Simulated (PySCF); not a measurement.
Vertical excitations of a molecule C₂H₇ClSi from TDDFT-PBE/def2-SVPD (PySCF), as energy in eV (oscillator strength): 7.06 (0.006), 7.11 (0.014), 7.19 (0.051), 7.19 (0.021), 7.63 (0.034), 7.69 (0.025), 7.97 (0.007), 8.05 (0.061), 8.20 (0.026), 8.32 (0.000). Lowest triplet (TDA): 6.77 eV. Geometry: r2SCAN-D4/def2-SVP. Other conformers were not sampled.

Q: Which structure fits?
A) C[SiH](C)Cl
B) CC[SiH2]Cl
C) [SiH3]CCCl

A: A, C[SiH](C)Cl
